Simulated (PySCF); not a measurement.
# Bond curve of ZnH⁺

Set-up: basis Zn cc-pVDZ-PP with ECP10, H cc-pVDZ; scalar-relativistic core potentials; PySCF 2.14. Energies in eV from Zn⁺ + H in their ground configurations at the same level. All curves are PBE0. state 1: ¹Σ⁺ (singlet), closed shell; state 2: triplet, unpaired electrons σ ↑↑, a second solution, started from another occupation.

| R (Å) | state 1 | state 2 |
| --- | --- | --- |
| 1.300 | -2.020 | 2.6983 |
| 1.360 | -2.252 | 2.2622 |
| 1.420 | -2.386 | 1.9050 |
| 1.466 | -2.435 | 1.6764 |
| 1.511 | -2.449 | 1.4760 |
| 1.556 | -2.435 | 1.2986 |
| 1.617 | -2.381 | 1.0923 |
| 1.692 | -2.269 | 0.8758 |
| 1.783 | -2.091 | 0.6654 |
| 1.904 | -1.809 | 0.4520 |

Question: Put a parabola through the three lowest points of the state 1 curve and estimate Re, k and ωe (reduced mass 0.9922 u; 1 eV/Å² = 0.16022 mdyn/Å; ωe = 1302.8·√(k/μ) cm⁻¹).

Answer: Through R = 1.466, 1.511, 1.556 Å the second-order coefficient is 6.91 eV/Å², so Re ≈ 1.511 Å, k ≈ 2.22 mdyn/Å and ωe ≈ 1947 cm⁻¹. A polynomial fit of higher order to the unrounded PBE0 energies gives Re = 1.510 Å, k = 2.23 mdyn/Å, ωe = 1951 cm⁻¹; anharmonicity and rounding make the difference.

The higher-order fit for each curve: state 1: Re = 1.510 Å, ωe = 1951 cm⁻¹, De = 2.45 eV. State 2 gave no clean fit.

For an ion De counts to the pair picked by the measured ionisation energies or electron affinities, which need not be the lowest pair at this level.
